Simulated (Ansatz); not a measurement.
Ansatz (a program for electronic structure) input:

Ansatz 0.2 input:
```yaml
crystal:
  periodic: [false, false, false]
  atoms:
    - {symbol: Sn, position_ang: [0.00000000, 0.00000000, 0.00000000]}
    - {symbol: H, position_ang: [-1.66831541, -0.27611574, 0.03087311]}
    - {symbol: H, position_ang: [1.07290792, -1.30689487, -0.03692895]}
    - {symbol: H, position_ang: [0.59540749, 1.58301061, 0.00605584]}
basis:
  gaussian:
    orbitals: def2-SVP
total_charge: 1
magnetization: {spin_polarized: false}
correlation: {method: ccsdt_q, electrons: outside_noble_gas}
```

**Question.** Predict the final energy.

**Answer.** -214.87771 Eh (CCSDT(Q)/def2-SVP). The basis has 41 functions.
